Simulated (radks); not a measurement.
Spherical quantum dot in the effective-mass picture: electrons in a parabolic well V = omega^2 r^2 / 2 with omega = 2.8, with a point charge +1 (a donor) at the centre, all in effective atomic units (hartree* = m*/eps^2 hartree, bohr* = eps/m* bohr), one dielectric constant everywhere. Calculated with a radial shooting solver with Libxc functionals: non-relativistic Kohn-Sham, exchange-only LDA, spin-polarised, spherical densities. Levels are named by radial order and angular momentum (1s, 1p, 1d, 2s, ...), and open shells are averaged over m.

N = 10, configuration 1s2 1p6 2s2. This is the lowest configuration that the search found. Occupied and some empty levels:

level,occupation,eigenvalue (hartree*),<r> (bohr*)
1s,2,11.891,0.7323
1p,6,14.228,1.008
2s,2,16.300,1.061
1d,0,16.465,1.189
1f,0,18.779,1.336
2p,0,18.990,1.231
1g,0,21.172,1.464

Energy (hartree*): total 97.5857, kinetic 29.183, external 28.788, Hartree 46.437, exchange-correlation -6.8233. Static polarisability (adiabatic kernel): 1.109 bohr*^3, against N/omega^2 = 1.276 from the generalised Kohn theorem, which the central charge breaks.

Electron density:

r (bohr*),n(r) (e/bohr*^3)
0.146,4.125
0.302,2.862
0.459,1.996
0.616,1.462
0.772,1.131
0.929,0.8787
1.08,0.6402
1.24,0.4144
1.40,0.2327
1.55,0.1111
1.71,0.04527
1.87,0.01557
2.02,0.004579
